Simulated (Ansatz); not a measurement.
Input file for Ansatz (an electronic-structure program): U-BHLYP/def2-TZVPP on ZnNi, 2S+1 = 3, a spin state set in the input, which need not be the lowest, a point of a bond scan (R = 2.434 Å).

Ansatz 0.2 input:
```yaml
crystal:
  periodic: [false, false, false]
  atoms:
    - {symbol: Ni, position_ang: [0.00000000, 0.00000000, 0.00000000]}
    - {symbol: Zn, position_ang: [0.00000000, 0.00000000, 2.43377600]}
basis:
  gaussian:
    orbitals: def2-TZVPP
    pivot_positions_ang: [[0.00000000, 0.00000000, 0.00000000], [0.00000000, 0.00000000, 2.43377600]]
hamiltonian:
  xc: {name: BHLYP}
magnetization: {spin_polarized: true, initial_magnetization: 2}
output: {forces: true, orbitals: {seedname: ./end}}
```

Problem. Give the final energy of this run.

Solution. -3287.5993 hartree.

Problem. How many basis functions does it have, and what does it roughly cost on one machine?

Solution. 128 functions; around 24 core-seconds (rough).
